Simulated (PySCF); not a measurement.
**Frontier orbitals and the lowest excitations**

Cyclohexanecarbonitrile, C₇H₁₁N.
Atom-mapped SMILES: `[N:1]#[C:2][CH:3]1[CH2:4][CH2:5][CH2:6][CH2:7][CH2:8]1` (hydrogens: H9 on C3; H10, H11 on C4; H12, H13 on C5; H14, H15 on C6; H16, H17 on C7; H18, H19 on C8)

Cartesian coordinates in Å at the GFN2-xTB level; atoms count from 1:
```
atom  x, y, z in Å
N1     2.3152    0.5403   -1.9519
C2     1.8599    0.4063   -0.9115
C3     1.2847    0.2376    0.4025
C4     0.2042    1.3023    0.6443
C5    -0.9745    1.0989   -0.3030
C6    -1.5579   -0.3014   -0.1389
C7    -0.4894   -1.3572   -0.4062
C8     0.6934   -1.1734    0.5399
H9     2.0964    0.3668    1.1302
H10   -0.1370    1.2211    1.6794
H11    0.6306    2.2984    0.5045
H12   -1.7413    1.8490   -0.0993
H13   -0.6358    1.2339   -1.3330
H14   -1.9394   -0.4195    0.8787
H15   -2.3939   -0.4369   -0.8272
H16   -0.1412   -1.2700   -1.4380
H17   -0.9107   -2.3561   -0.2767
H18    1.4631   -1.9186    0.3262
H19    0.3639   -1.3121    1.5725
```

Computed with TDDFT PBE0/def2-SVPD, vertical, gas phase, core orbitals frozen in the response (PySCF 2.14.0, density-fitted response routines).

Kohn–Sham orbitals with the atoms that hold most of them (Löwdin shares over 4%, at most four atoms; ? is withheld):

| orbital | ε (eV) | atoms |
| --- | --- | --- |
| LUMO+2 | 0.95 | N1 25%, C2 18%, C4 8%, C8 8% |
| LUMO+1 | 0.86 | C2 15%, N1 12%, H15 8%, C6 7% |
| LUMO | 0.36 | ? |
| HOMO | -8.81 | N1 12%, C3 11%, C5 11%, C7 11% |
| HOMO-1 | -8.81 | N1 14%, C3 11%, C8 10%, C4 10% |
| HOMO-2 | -9.32 | C6 17%, C7 13%, C5 13%, N1 11% |
| HOMO-3 | -9.54 | N1 32%, C2 25%, C6 8%, C5 6% |

Problem. Which atoms hold the LUMO, and with what shares?

Solution. H9 (bonded to C) 14%; C3 (bonded to 3 C and H) 10%; H19 (bonded to C) 9%; H10 (bonded to C) 9%. By element: hydrogen 31% or more, carbon 10% or more.

Problem. The HOMO–LUMO gap is 9.16 eV. Where does the response calculation put the lowest singlet, and from which orbitals?

Solution. S1 is at 7.76 eV (f = 0.0003), 1.40 eV below the gap, made of HOMO→LUMO (38%), HOMO→LUMO+1 (11%), HOMO-1→LUMO+2 (10%). Without the coupling terms of the response equations the lowest excitation would equal the gap.

Next come S2 at 7.99 eV (f 0.0037), HOMO-1→LUMO (68%), HOMO→LUMO+2 (11%); S3 at 8.04 eV (f 0.0031), HOMO-1→LUMO+2 (37%), HOMO→LUMO (30%), HOMO-4→LUMO+2 (9%); S4 at 8.27 eV (f 0.0069), HOMO-1→LUMO (27%), HOMO-1→LUMO+1 (22%), HOMO→LUMO+2 (16%); S5 at 8.29 eV (f 0.0000), HOMO→LUMO (29%), HOMO→LUMO+1 (28%), HOMO-3→LUMO (16%).

One conformer stands for the species.
